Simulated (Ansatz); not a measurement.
Harmonic frequencies (cm⁻¹) at PBE0-D4/def2-TZVP from Ansatz: 63, 91, 129, 138, 149, 246, 449, 590, 602, 623, 1090, 1117, 1133, 1381, 1458, 1485, 1511, 3014, 3069, 3120, 3605.

Each molecule was computed in one conformer, which needn't be the lowest.

Question: Which molecule is it?
A. `C[S][In]([F])[F]`
B. `C[O][In]([SH])[SH]`
C. `C[NH][In]([F])[F]`
D. `[OH][In]([SH])[SH]`

Answer: C.
